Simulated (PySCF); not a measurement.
# C: excitation energy

C [He] 2s2 2p2 (3P) → C [He] 2s1 2p2 3s1 (5P), as a difference of total energies. All numbers are calculated (PySCF 2.14, no relativity, point nucleus, in aug-cc-pwCVQZ). Correlated levels: valence: 1s2 frozen; valence and next inner shell: nothing frozen. The calculations carry no spin-orbit coupling.

```csv
method,excitation energy (cm⁻¹)
UHF,88867
LDA,102990
PBE,101990
PBE0,101520
r2SCAN,100030
CAM-B3LYP,106930
TPSSh,104420
r2SCAN0,100370
MP2 (valence),101220
SCS-MP2 (valence),104330
MP2 (valence and next inner shell),101370
SCS-MP2 (valence and next inner shell),104440
```

The upper state lies above the first ionisation limit, but in LS coupling its spin forbids autoionisation to the ground ion. A Rydberg-like electron needs more diffuse functions than a valence basis has.

The promoted electron is Rydberg-like, and one or two diffuse shells describe it only roughly, which tends to raise the upper state.
